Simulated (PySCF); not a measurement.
## Simulated characterisation data

Rapidly exchanging positions averaged, isolated molecule, non-relativistic Hamiltonian, a single conformation. Geometry: PBE0-D3(BJ)/def2-SVP; J couplings at B3LYP/pcJ-1 (spin–dipole term left out of most H,H and C,H couplings); GIAO PBE0/pcSseg-1 shieldings; PySCF 2.14.

Referencing at the same level of theory: ¹H and ¹³C vs TMS. Multiplet labels drop J under 1 Hz and among equivalent protons, and merge close values. Unscaled 3J(H,H) run several per cent high. Where no couplings were computed, multiplicities follow the n + 1 count of equivalent neighbours, and m marks all less simple cases (inequivalent or close neighbours, rings, F or P nearby). Vicinal couplings that depend on rotamer populations or ring flexing (ring, CH–CH, X–H and H–F types) are those of the one conformer. Couplings to H on boron are left out. Carbons bonded to boron are broad in practice. Shifts are as computed. Against solution values, carbons near 30 ppm lie about +2 ppm off and those near 130 ppm about +5 ppm. Of 1313 compounds with measured shifts, 239 miss one by over three times the rms of a fit or turn the order of signals round; such compounds aren't used in these exercises.

Compound 1 (C8H16Si). ¹H NMR (400 MHz, computed): δ 4.40 (t, 2H), 1.93 (s, 3H), 0.98 (s, 9H), 0.84 (t, 2H). ¹³C{¹H} NMR (computed): δ 113.3 (C), 81.6 (C), 33.7 (CH3), 30.0 (CH2), 29.9 (C), 6.0 (CH3). Structure: SMILES CC#C[SiH2]CC(C)(C)C.

Compound 2 (C4H11B2N). ¹H NMR (400 MHz, computed): δ 5.64 (br, 4H), 4.08 (m, 1H), 2.45 (m, 2H), 1.71 (m, 2H), 1.67 (m, 1H), 1.66 (m, 1H). ¹³C{¹H} NMR (computed): δ 57.5 (CH), 35.2 (CH2), 16.0 (CH2). Structure: `BN(B)C1CCC1`.

Compound 3 (C8H16Si). ¹H NMR (400 MHz, computed): δ 5.86 (m, 1H), 5.85 (m, 1H), 4.23 (m, 1H), 1.96 (m, 2H), 1.86 (s, 3H), 1.59 (m, 1H), 1.31 (m, 2H), 1.07 (m, 1H), 0.77 (m, 2H), 0.59 (m, 2H). ¹³C{¹H} NMR (computed): δ 153.8 (C), 136.9 (CH2), 31.4 (CH2), 27.0 (CH2), 24.6 (CH3), 11.8 (CH2). Structure: `C1[SiH](C(=C)C)CCCC1`.
